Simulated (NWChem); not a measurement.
# C2H10OSi2; SMILES C[SiH]([SiH2]O)C

```xyz
15

C      1.3183     2.0842    -0.1126
Si    -0.0151     0.8444     0.3857
C     -1.6998     1.3214    -0.3187
Si     0.5255    -1.3410    -0.3024
O     -0.6614    -2.4224     0.1916
H      1.4331     2.1202    -1.2074
H      1.0557     3.0964     0.2339
H      2.2937     1.8194     0.3235
H     -0.1178     0.8167     1.8862
H     -1.6600     1.3876    -1.4173
H     -2.4580     0.5678    -0.0551
H     -2.0334     2.2958     0.0717
H      1.8805    -1.7390     0.2120
H      0.5611    -1.4484    -1.7918
H     -0.8538    -2.4224     1.1337
```
Atoms are numbered in this order, from 1.

Computed with NWChem. Pople sets run with spherical d functions. STO-3G and 3-21G are far too small for this property and stand as cheap habits. The geometry was optimised at PBE0/def2-SVP. B3LYP is NWChem's, with the RPA form of VWN correlation. Field at 589 nm.

| level | isotropic polarisability (bohr³) | anisotropy (bohr³) |
|---|---|---|
| B3LYP/STO-3G | ? | ? |
| B3LYP/6-31G* | 73.4 | 16.2 |
| B3LYP/def2-SVP | 78.2 | 13.7 |
| B3LYP/def2-SVPD | 90.7 | 17.9 |
| B3LYP/aug-cc-pVDZ | 92.8 | 18.6 |

Fill in the missing entries.


- B3LYP/STO-3G, isotropic polarisability (bohr³): 40.2
- B3LYP/STO-3G, anisotropy (bohr³): 10.8
